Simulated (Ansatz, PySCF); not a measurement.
Energy difference R1 → P1 + P2, each structure at its B3LYP-D3(BJ)/def2-TZVP stationary point, reached from a drawn start (curvature not checked).
P1: CuHO (SMILES [OH][Cu]), charge 0, multiplicity 1.
R1, CuH2O2 (SMILES [OH][Cu][OH]) (charge 0, multiplicity 2):
```xyz
5

Cu    -0.00001    -0.00027    -0.00041
O      1.75376    -0.03462     0.01502
H      2.16354    -0.77015     0.48546
O     -1.75376     0.03447    -0.01524
H     -2.16354     0.77048    -0.48493
```
P2: OH (SMILES [OH]), charge 0, multiplicity 2.

P less R. No zero-point or thermal terms; singlets are restricted closed shells; open shells are unrestricted; no spin–orbit coupling. The spin states of the d-block species are the ones drawn and need not be the lowest.

Programs: Ansatz (an electronic-structure program); PySCF for M06-2X and the D3/D4 terms. Each number belongs to the level named beside it.

Task: Predict the reaction energy from r2SCAN-D4/def2-TZVPP.

Result: 78.7 kcal/mol

Task: Estimate the reaction energy that M06-2X/def2-TZVPP returns for this input.

Result: 69.0 kcal/mol

Task: What reaction energy does wB97X-V/def2-TZVPP give?

Result: 67.0 kcal/mol
